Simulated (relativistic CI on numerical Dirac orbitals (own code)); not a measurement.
Electric-dipole lines of W⁶⁶⁺

Method of calculation: Dirac-Coulomb-Breit CI, orbitals from a KLI potential per configuration, QED by a radiative potential, unscaled Slater integrals (own radial code, finite nucleus).

Configurations in the expansion (outside the closed core 1s2): 2s²2p⁴, 2s2p⁵, 2p⁶, 2p⁵3s, 2s²2p³3s, 2p⁵3p, 2p⁵3d, 2s²2p³3p, 2s²2p³3d, 2s2p⁴3s, 2s2p⁴3p, 2s2p⁴3d, 2s²2p³4s, 2s²2p³4p, 2s²2p³4d, 2s²2p³4f, 2s²2p²3s², 2s2p⁴4s, 2s²2p²3s3p, 2s2p⁴4p, 2s²2p³5s, 2s²2p²3s3d, 2s2p⁴4d, 2s²2p³5p, 2s2p⁴4f, 2s²2p²3p², 2s²2p³5d, 2s²2p³5f, 2s²2p³5g, 2s²2p²3p3d, 2s2p³3s², 2s²2p²3d², 2s2p³3s3p, 2s2p³3s3d, 2s2p³3p², 2s2p⁴5s. Levels of other configurations are missing.

```csv
λ vac (Å),Lower,Upper,A (s⁻¹),E lower (eV),E upper (eV)
0.9980,2s²2p⁴ ³P2 [1],2s²2p³4d ³D°3 [173],8.24e+14,0.0,12423.8
1.1550,2s²2p⁴ ¹D2 [4],2s²2p³3d ³F°3 [143],1.34e+15,1418.8,12153.4
1.1562,2s²2p⁴ ³P2 [1],2s²2p³3d ³P°1 [68],1.56e+15,0.0,10723.8
1.1569,2s²2p⁴ ³P2 [1],2s²2p³3d ³D°2 [67],1.51e+15,0.0,10716.9
1.1572,2s²2p⁴ ³P2 [1],2s²2p³3d ³F°3 [66],1.49e+15,0.0,10714.2
1.1573,2s²2p⁴ ¹S0 [2],2s²2p³3d ³D°1 [72],1.56e+15,61.1,10774.7
1.1575,2s2p⁵ ³P°1 [9],2s2p⁴3d ³D2 [350],1.43e+15,3259.5,13971.3
1.1592,2s2p⁵ ³P°2 [5],2s2p⁴3d ³D2 [196],1.42e+15,1808.7,12504.8
1.1596,2s2p⁵ ³P°2 [5],2s2p⁴3d ³F3 [194],1.23e+15,1808.7,12500.6
1.1605,2s2p⁵ ¹P°1 [6],2s2p⁴3d ³F2 [205],1.55e+15,1893.6,12577.4
1.1648,2s2p⁵ ³P°2 [5],2s2p⁴3d ⁵F3 [186],6.30e+14,1808.7,12453.2
1.1803,2s²2p⁴ ³P2 [1],2s2p⁴3p ³D°3 [45],5.38e+14,0.0,10504.8
1.3108,2s²2p⁴ ³P1 [3],2s²2p³3d ³P°2 [81],1.02e+15,1399.9,10858.9
1.3129,2s²2p⁴ ¹D2 [4],2s²2p³3d ³F°3 [82],1.20e+15,1418.8,10862.7
1.3138,2s²2p⁴ ³P0 [7],2s²2p³3d ³D°1 [150],3.10e+15,2844.4,12281.8
1.3140,2s2p⁵ ³P°2 [5],2s2p⁴3d ³D3 [111],1.35e+15,1808.7,11244.1
1.3153,2s²2p⁴ ³P1 [3],2s²2p³3d ³S°1 [78],1.31e+15,1399.9,10826.6
1.3161,2s2p⁵ ³P°1 [9],2s2p⁴3d ³D2 [218],2.31e+15,3259.5,12679.9
1.3169,2s²2p⁴ ³P2 [1],2s²2p³3d ³D°3 [25],2.32e+15,0.0,9414.9
1.3170,2s²2p⁴ ¹D2 [4],2s²2p³3d ¹D°2 [80],1.88e+15,1418.8,10832.8
1.3174,2s²2p⁴ ³P1 [3],2s²2p³3d ³D°2 [77],1.75e+15,1399.9,10811.4
1.3174,2s²2p⁴ ¹D2 [4],2s²2p³3d ¹F°3 [79],1.58e+15,1418.8,10830.1
1.3192,2s²2p⁴ ³P2 [1],2s²2p³3d ³D°2 [24],1.04e+15,0.0,9398.8
1.3220,2s2p⁵ ¹P°1 [6],2s2p⁴3d ¹D2 [114],2.44e+15,1893.6,11272.0
1.3237,2s²2p⁴ ¹S0 [2],2s²2p³3d ³D°1 [26],1.43e+15,61.1,9427.7
1.3240,2s2p⁵ ³P°2 [5],2s2p⁴3d ³P2 [108],1.85e+15,1808.7,11172.9
1.3242,2s2p⁵ ¹P°1 [6],2s2p⁴3d ³P1 [113],1.61e+15,1893.6,11256.5
1.3244,2s2p⁵ ³P°1 [9],2s2p⁴3d ¹P1 [211],1.78e+15,3259.5,12620.8
1.3256,2s2p⁵ ³P°2 [5],2s2p⁴3d ³D3 [106],1.24e+15,1808.7,11161.9
1.3260,2p⁶ ¹S0 [10],2p⁵3d ¹P°1 [230],3.01e+15,3741.7,13092.2
3.8154,2s²2p³3p ³D3 [15],2s²2p³4d ³F°4 [169],1.42e+14,9164.4,12413.9
3.8390,2s²2p³3p ³P2 [17],2s²2p³4d ³D°3 [173],1.16e+14,9194.2,12423.8
3.9280,2s²2p³3d ³D°2 [19],2s²2p³4f ³F3 [181],2.24e+14,9284.8,12441.2
3.9301,2s²2p³3d ³G°4 [65],2s²2p³4f ³H5 [323],2.70e+14,10697.6,13852.3
3.9355,2s²2p³3d ³F°3 [20],2s²2p³4f ³G4 [183],2.68e+14,9293.0,12443.4
3.9403,2s²2p³3d ³D°1 [21],2s²2p³4f ³F2 [182],1.71e+14,9296.7,12443.3
4.0258,2s²2p³3d ⁵D°4 [70],2s²2p³4f ⁵F5 [319],2.81e+14,10768.8,13848.5
4.0271,2s²2p³3d ³F°4 [73],2s²2p³4f ³G5 [331],2.42e+14,10793.3,13872.1
4.0290,2s2p⁴3d ⁵F5 [97],2s2p⁴4f ⁵G°6 [383],2.83e+14,11118.0,14195.3
4.0298,2s²2p³3d ³G°5 [75],2s²2p³4f ³H6 [330],2.83e+14,10795.0,13871.7
4.0309,2s²2p³3d ³F°4 [23],2s²2p³4f ³G5 [190],2.85e+14,9386.7,12462.6
4.0469,2s²2p³3d ³D°2 [24],2s²2p³4f ³F3 [189],2.32e+14,9398.8,12462.4
4.0695,2s²2p³3d ³D°3 [25],2s²2p³4f ³F4 [188],2.54e+14,9414.9,12461.6
4.0804,2s²2p³3d ³D°1 [26],2s²2p³4f ¹D2 [191],2.25e+14,9427.7,12466.2
8.9496,2s²2p³4f ³G5 [190],2s²2p³5g ³H°6 [317],8.55e+13,12462.6,13847.9
```

Terms are leading LS components. Brackets give the number of a level in order of energy, since labels repeat. The list gives strong lines, with weight on those to low levels, without lines whose two gauges differ by over a factor of 2.5, among the lowest 400 of 1493 levels, so that lines to higher ones, which can be the strongest, are missing. Levels whose partners in the same complex of configurations lie outside the list can be far off, and so can their lines. Rates are taken at the computed energies, electric ones in the length gauge.

At this charge energies of transitions that change n are usually good to better than 1 %, and those within a shell (Δn = 0) to a few per cent.

LS names give the leading component of a level, which can be under half, so a name can repeat, a term be missing and a line seem to break the LS rules.
